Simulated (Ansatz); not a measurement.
Start from `[NH2][GeH2][Si](N)(F)F` and change one atom or group to get `N[SiH](O)[Si](N)(F)F`.

Ansatz, PBE0-D4/def2-TZVP geometries, multiplicity 1. Each molecule was computed in one conformer, which needn't be the lowest.

Scalar relativity is left out up to krypton.

```json
{"property": "HOMO–LUMO gap (ωB97M-V/def2-TZVPP) / eV", "`[NH2][GeH2][Si](N)(F)F`": "11.35"}
{"property": "LUMO energy (B3LYP/def2-TZVPP) / eV", "`[NH2][GeH2][Si](N)(F)F`": "-0.25"}
{"property": "HOMO energy (ωB97M-V/def2-TZVPP) / eV", "`[NH2][GeH2][Si](N)(F)F`": "-9.69"}
{"property": "HOMO energy (PBE0/def2-TZVPP) / eV", "`[NH2][GeH2][Si](N)(F)F`": "-7.36"}
{"property": "size of the dipole moment (PBE/def2-TZVPP) / D", "`[NH2][GeH2][Si](N)(F)F`": "2.67"}
{"property": "size of the dipole moment (B3LYP/def2-TZVPP) / D", "`[NH2][GeH2][Si](N)(F)F`": "2.81"}
```

Give the same properties after the change, and the shifts. (Estimate.)

Ansatz gave: 
```
                                        property  `N[SiH](O)[Si](N)(F)F`  shift
         HOMO–LUMO gap (ωB97M-V/def2-TZVPP) / eV                   11.71   0.36
             LUMO energy (B3LYP/def2-TZVPP) / eV                   -0.32  -0.07
           HOMO energy (ωB97M-V/def2-TZVPP) / eV                  -10.14  -0.45
              HOMO energy (PBE0/def2-TZVPP) / eV                   -7.86  -0.50
  size of the dipole moment (PBE/def2-TZVPP) / D                    2.25  -0.42
size of the dipole moment (B3LYP/def2-TZVPP) / D                    2.24  -0.57
```

With PBE0 the HOMO falls by 0.50 eV and the LUMO falls by 0.10 eV, so the gap widens by about 0.40 eV. PBE moves the HOMO by -0.49 eV and ωB97M-V by -0.45 eV. Dipoles are sizes alone; their direction can turn.

B3LYP here is the variant with VWN-RPA as its local correlation; programs differ in this.
